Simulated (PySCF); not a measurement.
Potential energy of CsCd along the bond

Set-up: Cs def2-SVP with ECP46, Cd def2-SVP with ECP28; scalar-relativistic core potentials (PySCF 2.14). Energies in eV from Cs + Cd in their ground configurations at the same level. State: ²Σ⁺ (doublet), unpaired electrons σ ↑.

All columns are PBE0. A positive dipole means Cs(−)Cd(+).

| R (Å) | E (eV) | μ (D) | Mulliken charge on Cs (basis-dependent) | HOMO (eV) | LUMO (eV) | Mayer bond order | ⟨S²⟩ |
| --- | --- | --- | --- | --- | --- | --- | --- |
| 3.797 | -0.017 | -0.60 | 0.12 | -2.60 | -1.21 | 0.38 | 0.75 |
| 3.974 | -0.051 | -0.76 | 0.11 | -2.62 | -1.24 | 0.36 | 0.75 |
| 4.150 | -0.068 | -0.86 | 0.10 | -2.64 | -1.25 | 0.33 | 0.75 |
| 4.282 | -0.073 | -0.91 | 0.10 | -2.65 | -1.27 | 0.30 | 0.75 |
| 4.415 | -0.074 | -0.95 | 0.09 | -2.66 | -1.28 | 0.28 | 0.75 |
| 4.548 | -0.073 | -0.97 | 0.08 | -2.66 | -1.28 | 0.26 | 0.75 |
| 4.724 | -0.068 | -0.97 | 0.06 | -2.67 | -1.29 | 0.23 | 0.75 |
| 4.945 | -0.061 | -0.95 | 0.05 | -2.68 | -1.30 | 0.20 | 0.75 |
| 5.210 | -0.050 | -0.90 | 0.03 | -2.69 | -1.30 | 0.16 | 0.75 |
| 5.563 | -0.038 | -0.79 | 0.02 | -2.69 | -1.29 | 0.12 | 0.75 |

A fit through these points gives, at Re = 4.400 Å, μ = -0.95 D and dμ/dR = -0.207 D/Å; the reduced mass is 61.34 u.

**Question.** How strong is the fundamental in the double-harmonic approximation, I = 42.26·(dμ/dR)²/μred km/mol?

**Answer.** I = 42.26·(-0.207)²/61.34 = 0.0295 km/mol at PBE0.

The bond is weak. Basis-set superposition, not corrected here, can be much of De in a small basis, most of all at correlated wavefunction levels. Functionals without a dispersion term scatter widely for such bonds, and LDA overbinds them. Spin–orbit coupling is left out. The state was picked by a PBE0 search and need not be the measured ground state.
